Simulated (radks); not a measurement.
Q: Species: I III. Configuration: [Kr] 4d10 5s2 5p3. Method: scalar-relativistic Kohn-Sham, LDA (Slater exchange, VWN5 correlation), spin-polarised, spherical densities, finite nucleus; open shells are filled with parallel spins first (spin-orbit coupling, left out, can overturn this in heavy ions); Fermi nuclear charge, rms radius 4.75 fm; hard spherical wall at 8 bohr; computed with a radial shooting solver on a logarithmic mesh with Libxc functionals. Some entries of the table are withheld. Estimate them.

orbital  occ.  eigenvalue (eV)  <r^2> (bohr^2)  r(max) (bohr)
1s up       1        -32966.36        0.001006        0.01756
1s down     1        -32966.24        0.001006        0.01756
2s up       1        -5111.823         0.01622        0.09922
2s down     1        -5111.754         0.01622        0.09922
2p up       3        -4593.046         0.01283        0.07950
2p down     3        -4592.943         0.01283        0.07950
3s up       1        -1047.580          0.1131         0.2860
3s down     1        -1047.465          0.1131         0.2860
3p up       3        -879.4087          0.1132         0.2796
3p down     3        -879.2832          0.1132         0.2796
3d up       5        -626.7102         0.09872         0.2315
3d down     5        -626.5926         0.09870         0.2315
4s up       1        -200.5789          0.6192         0.6801
4s down     1        -200.3277          0.6185         0.6802
4p up       3        -147.7645          0.7159         0.7145
4p down     3        -147.4827          0.7138         0.7146
4d up       5         -70.7542          0.9951         0.7779
4d down     5         -70.3017          0.9820         0.7774
5s up       1         -37.1418           3.932          1.672
5s down     1         -35.0301           3.921          1.657
5p up       3         -25.5614           5.413          1.927
5p down     0         -23.3983           5.556          1.919
5d up       0         -11.6528             (1)          2.729
6s up       0         -10.9926           17.87          3.907
6s down     0         -10.2736           18.76          4.019
5d down     0         -10.1375             (2)          2.870
4f up       0              (3)             (4)          2.947
4f down     0              (5)             (6)          3.573

A: 
(1) 5d up <r^2> (bohr^2): 11.07
(2) 5d down <r^2> (bohr^2): 12.37
(3) 4f up eigenvalue (eV): -5.3111
(4) 4f up <r^2> (bohr^2): 12.60
(5) 4f down eigenvalue (eV): -4.1160
(6) 4f down <r^2> (bohr^2): 15.09
